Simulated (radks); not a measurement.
Problem. All-electron atom: neutral gallium in [Ar] 3d10 4s2 4p1. Calculated with a radial shooting solver on a logarithmic mesh with Libxc functionals: scalar-relativistic Kohn-Sham, PBEsol, spin-unpolarised, spherical densities, point nucleus. Some entries of the table are withheld. Estimate them.

orbital,occ.,eigenvalue (hartree),<r^2> (bohr^2),<1/r> (bohr^-1)
1s,2,-375.6197,0.003182,31.28
2s,2,-46.34865,0.05605,6.841
2p,6,-40.35921,0.04463,6.712
3s,2,(1),0.4915,2.184
3p,6,-3.62650,0.5450,2.030
3d,10,-0.70419,0.8637,(2)
4s,2,(3),(4),0.5591
4p,1,-0.09448,13.91,0.3869

Solution. 
(1) 3s eigenvalue (hartree): -5.43072
(2) 3d <1/r> (bohr^-1): 1.649
(3) 4s eigenvalue (hartree): -0.32937
(4) 4s <r^2> (bohr^2): 6.374
